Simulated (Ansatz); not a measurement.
Ansatz results at the PBE0-D4/def2-TZVP geometry: HOMO–LUMO gap (PBE/def2-TZVPP) 4.09 eV; ideal-gas entropy at 298 K and 1 bar (rigid rotor, harmonic PBE0-D4/def2-TZVP) 323 J/(mol·K); LUMO energy (ωB97M-V/def2-TZVPP) 0.65 eV.

Which molecule gave them?
A. `Clc1ccccc1`
B. `CC(Cl)I`
C. `FC(F)(Br)I`
D. `C=C(F)I`

B. The others give `Clc1ccccc1`: 4.65, 313, 1.47; `C=C(F)I`: 4.26, 302, 1.00; `FC(F)(Br)I`: 3.66, 340, -0.23.
